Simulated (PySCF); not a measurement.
Zn(Br)(NMe2) (C2H6BrNZn), SMILES C[N](C)[Zn][Br]. Geometry: B3LYP-D3(BJ)/def2-SVP. The structure was generated by enumeration; whether it is a known compound was not checked. One conformer was computed; it need not be the lowest.

### Question
Give the equilibrium geometry at B3LYP-D3(BJ)/def2-SVP (PySCF confirms it by a frequency run) as Cartesian coordinates in Å, and its point group. (Estimate from the structure and the level; the computed values follow.)

### Answer
Several could match; the one computed here: point group Cs.
```xyz
11

Zn     0.1989    -0.0004     0.0000
Br    -2.0492     0.0037     0.0000
N      2.0155    -0.1169     0.0000
C      2.7937     0.0278     1.2077
C      2.7937     0.0278    -1.2077
H      3.6114    -0.7228     1.2538
H      3.2774     1.0258     1.3019
H      2.1734    -0.1196     2.1072
H      3.2774     1.0258    -1.3019
H      3.6114    -0.7228    -1.2538
H      2.1734    -0.1196    -2.1072
```
